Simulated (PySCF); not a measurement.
# Gas-phase thermal properties of CF₃Br

Computed with PySCF (xtb for GFN2) and rigid-rotor harmonic-oscillator thermochemistry at 1 bar. 6-31G* has spherical d functions here. All species are closed-shell singlets. B3LYP is the form with VWN-RPA correlation. Br: all electrons, no relativistic terms. The harmonic model lacks anharmonicity and excited electronic states, which grow with temperature; levels with a mode under 35 cm⁻¹ are left out.

```csv
level,point group,σ,ZPE (kJ/mol),S°298 (J/mol/K),Cp298 (J/mol/K),S°1000 (J/mol/K),H1000 − H298 (kJ/mol)
B3LYP/6-31G*,C3v,3,38.0,298.7,69.5,404.3,63.5
GFN2-xTB,C3v,3,33.9,302.8,73.3,412.0,65.3
HF/6-31G*,C3v,3,42.6,294.2,65.9,396.3,61.5
PBE/def2-SVP,C3v,3,37.0,299.3,70.2,405.8,63.9
PBE0/def2-TZVP,C3v,3,38.3,297.5,68.9,402.9,63.3
```
σ: rotational symmetry number. Electronic degeneracy used: 1. Frequencies are unscaled.
